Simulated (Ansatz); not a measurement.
Program: Ansatz. Geometries: PBE0-D4/def2-TZVP. ΔE: electronic, gas phase. CBS: MP2 limit from def2 TZ/QZ plus the TZ coupled-cluster correction, frozen cores. Functionals use def2-TZVPP. B3LYP here is the variant with VWN-RPA as its local correlation; programs differ in this.

Reaction (isomerisation): `CC1C[SiH2]O1` → `CC1OC[SiH2]1`

(1) Is it downhill or uphill in electronic energy at CCSD(T)/CBS, and by how much? (Estimate.)

(2) What do these levels give: PBE-D4, B3LYP-D4, ωB97M-V, B3LYP, HF/def2-TZVPP, SCS-MP2/def2-TZVPP, CCSD/def2-TZVPP, HF/def2-QZVPP, MP2/def2-QZVPP, SCS-MP2/def2-QZVPP, MP2/CBS(def2), CCSD/CBS(def2)? (Estimate.)

Largest T1 diagnostic among the species: 0.012.

Answers

(1) Computed: Uphill: ΔE = +42.2 kcal/mol.

(2) Computed: PBE-D4 37.7, B3LYP-D4 40.1, ωB97M-V 41.5, B3LYP 39.9, HF/def2-TZVPP 44.5, SCS-MP2/def2-TZVPP 43.3, CCSD/def2-TZVPP 42.6, HF/def2-QZVPP 44.6, MP2/def2-QZVPP 44.2, SCS-MP2/def2-QZVPP 43.4, MP2/CBS(def2) 44.2, CCSD/CBS(def2) 42.8 kcal/mol.

From PBE to PBE0 (25 % exact exchange), in def2-TZVPP and without D4, ΔE moves by +2.4 kcal/mol.
